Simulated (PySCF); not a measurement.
Os(O)4 anion (O₄Os), SMILES [O]=[Os](=[O])(=[O])=[O] (connectivity only; charge and spin as stated), charge -1, multiplicity 2.

Geometry optimised at B3LYP-D3(BJ)/def2-SVPD. The spin state was assumed, not searched. The isomer is the one that the SMILES or the coordinates give; other isomers of the formula were not compared. The def2 effective core potentials stand for the cores of Os; spin–orbit coupling is left out.

Computed with PySCF 2.14.0 with B3LYP-D3(BJ)/def2-SVPD.

Frequencies are harmonic and unscaled.

Modes within 1.5 cm⁻¹ of each other (mostly degenerate sets) share a row, with their intensities summed.

| mode | ν (cm⁻¹) | IR (km/mol) | moving atoms (share of kinetic energy) |
|---|---|---|---|
| 1 | 225 | 0.0 | O 100 % |
| 2 | 227 | 36.3 | O 83 %, Os 17 % |
| 3–4 | 297 | 26.9 | O 86 %, Os 14 % |
| 5 | 312 | 0.0 | O 100 % |
| 6 | 843 | 227.5 | O 92 % |
| 7–8 | 877 | 468.0 | O 89 %, Os 11 % |
| 9 | 927 | 0.0 | O 100 % |
